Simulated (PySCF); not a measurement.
Cd(Br)(SH) (BrCdHS), SMILES [Cd]([SH])[Br].

The structure is a stationary point at PBE0-D3(BJ)/def2-TZVP. The def2 effective core potentials stand for the cores of Cd; spin–orbit coupling is left out. One conformer was computed; it need not be the lowest.

The numbers are results of IEF-PCM-B3LYP/def2-SVP in PySCF, not measurements.

The values are the electrostatic part of the solvation free energy, E(continuum) − E(gas) at the gas-phase geometry, in a cavity of scaled van der Waals radii (PySCF's table); cavitation and dispersion terms are not included. A continuum can't describe solvent molecules that bind to the metal. In vacuum the orbital gap is 5.14 eV. The dipole moment in vacuum is 1.31 D.

```tsv
solvent	ε	ΔG(elec) (kcal/mol)	dipole (D)	gap (eV)
water	78.36	…	…	…
acetone	20.49	-12.7	1.69	5.50
dichloromethane	8.93	-11.3	1.65	5.45
```

Question: What belongs in the gaps? (The exact figures need the calculation; the answer reports its results.)

Answer: 
- water, ΔG(elec) (kcal/mol): -13.6
- water, dipole (D): 1.71
- water, gap (eV): 5.52
